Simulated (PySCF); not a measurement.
Frontier levels across methods

Compound: trifluorosilane, F3HSi.
Cartesian coordinates in Å at the PBE0-D3(BJ)/def2-SVP level; atoms count from 1:
```
atom  x, y, z in Å
F1    -0.7967    1.3039   -0.4113
Si2    0.0104    0.0008    0.0422
F3    -0.8166   -1.2820   -0.4331
F4     1.4117   -0.0027   -0.7272
H5     0.2084   -0.0143    1.4950
```

Basis pcSseg-2 throughout (PySCF), one geometry. Isolated species at its PBE0-D3(BJ)/def2-SVP geometry, gas phase.

Question: How do the orbital energies, the gap and the dipole change with the method?

Answer: 
| method | kind | HOMO (eV) | LUMO (eV) | gap (eV) | μ (D) | SCF cycles |
| --- | --- | --- | --- | --- | --- | --- |
| OPBE | GGA | -9.65 | 0.08 | 9.72 | 1.43 | 14 |
| BLYP | GGA | -9.67 | -0.09 | 9.57 | 1.50 | 12 |
| PBE | GGA | -9.71 | -0.13 | 9.57 | 1.48 | 11 |
| B97-D | GGA | -9.76 | 0.06 | 9.82 | 1.47 | 14 |
| BP86 | GGA | -9.82 | -0.09 | 9.73 | 1.47 | 12 |
| LDA | LDA | -9.83 | -0.38 | 9.45 | 1.56 | 11 |
| KT2 | GGA | -9.84 | -0.24 | 9.60 | 1.52 | 13 |
| KT3 | GGA | -9.89 | -0.23 | 9.66 | 1.50 | 15 |
| B97-2 | global hybrid | -11.12 | 0.75 | 11.86 | 1.57 | 12 |
| B3LYP | global hybrid | -11.17 | 0.40 | 11.58 | 1.59 | 12 |
| PBE0 | global hybrid | -11.39 | 0.70 | 12.09 | 1.59 | 11 |
| mPW1PW91 | global hybrid | -11.43 | 0.70 | 12.13 | 1.59 | 11 |
| CAM-B3LYP | range-separated hybrid | -12.92 | 1.50 | 14.42 | 1.64 | 11 |
| BHandHLYP | global hybrid | -13.03 | 1.36 | 14.39 | 1.70 | 11 |
| wB97X-D | range-separated hybrid | -13.34 | 2.53 | 15.87 | 1.59 | 12 |
| LC-wPBE | range-separated hybrid | -14.25 | 2.74 | 16.99 | 1.61 | 12 |
| HF | Hartree–Fock | -15.51 | 3.26 | 18.76 | 1.76 | 9 |

The HOMO spans 5.86 eV, from OPBE down to HF, and the gap runs from 9.45 eV (LDA) to 18.76 eV (HF). Over the methods OPBE (0 %), BLYP (0 %), PBE (0 %), B97-D (0 %), BP86 (0 %), LDA (0 %), KT2 (0 %), KT3 (0 %), B97-2 (21 %), B3LYP (20 %), PBE0 (25 %), mPW1PW91 (25 %), BHandHLYP (50 %), HF (100 %), a straight line through the gap against the share of exact exchange rises by 0.92 eV for each 10 % (correlation coefficient 0.999). The dipole ranges from 1.43 D (OPBE) to 1.76 D (HF). This basis has no diffuse functions.

Reference dipole: 1.36 D (measured, gas; NIST CCCBDB Release 22 (SRD 101), experimental dipoles); nearest here: OPBE (1.43 D). 

The vertical ΔSCF ionisation energy at CAM-B3LYP/def2-SVPD is 14.48 eV; −ε(HOMO) comes closest to it with LC-wPBE (14.25 eV).
